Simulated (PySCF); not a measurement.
# Electron correlation in Ru⁺ (ruthenium, charge +1)

[Kr] 4d7, high-spin 4F determinant. All numbers are calculated (PySCF 2.14, scalar relativity through the core potential, in aug-cc-pVDZ-PP with ECP28MDF). Frozen: 4s2 4p6; 7 electrons correlated.

| level | correlation energy (mhartree) |
| --- | --- |
| CCSD | -129.11 |
| (T) | -2.83 |
| CCSD(T) | -131.94 |

Diagnostics: T1 = 0.0064, D1 = 0.0099, largest double amplitude 0.025.

Is a single reference adequate?

Yes, within this model without spin-orbit coupling: T1 lies below 0.03 and no double amplitude reaches 0.07.
